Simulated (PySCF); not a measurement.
## 2-methylphenetole, C₉H₁₂O

Cartesian coordinates in Å; atom numbers follow the order of the lines, from 1:
```xyz
22

C     2.954    0.212    0.107
C     1.704   -0.633    0.127
O     0.600    0.216   -0.072
C    -0.646   -0.307   -0.096
C    -0.927   -1.666    0.067
C    -2.251   -2.111    0.027
C    -3.289   -1.210   -0.174
C    -2.995    0.146   -0.336
C    -1.687    0.622   -0.301
C    -1.352    2.072   -0.472
H     3.843   -0.416    0.259
H     2.921    0.969    0.904
H     3.054    0.733   -0.856
H     1.738   -1.402   -0.668
H     1.604   -1.164    1.092
H    -0.124   -2.385    0.226
H    -2.461   -3.176    0.156
H    -4.324   -1.555   -0.206
H    -3.806    0.862   -0.494
H    -0.682    2.225   -1.332
H    -0.817    2.462    0.408
H    -2.259    2.672   -0.624
```

Theory: quadratic response CAM-B3LYP/def2-SVPD first hyperpolarisability, Taylor convention, gas phase in PySCF 2.14.0. Geometry: PBE0-D3(BJ)/def2-SVP.

Question: Give β for the processes computed.

Answer: In 10⁻³⁰ esu, Taylor convention; the vector part is βᵢ = ⅓ Σⱼ (βᵢⱼⱼ + βⱼᵢⱼ + βⱼⱼᵢ); β∥ is 3/5 of the vector part along the dipole, the dipole points from − to +:
```tsv
process	λ (nm)	β vector norm	β∥	β HRS	depolarisation ratio
static β(0;0,0)	∞	1.84	0.53	0.77	4.73
second harmonic β(−2ω;ω,ω)	1907	1.94	0.56	0.81	4.83
Pockels β(−ω;ω,0)	1907	1.87	0.54	–	–
second harmonic β(−2ω;ω,ω)	1064	2.21	0.65	0.92	5.09
Pockels β(−ω;ω,0)	1064	1.95	0.56	–	–
```

Question: Which lowest excitations, dipole and polarisabilities go with it?

Answer: S1 5.18 eV (f = 0.035); S2 5.86 eV (f = 0.076); S3 6.25 eV (f = 0.001); dipole 1.35 D; isotropic α 111.6 au static, 112.0 au at 1907 nm, 112.8 au at 1064 nm, 113.1 au at 953.5 nm, 116.9 au at 532 nm.
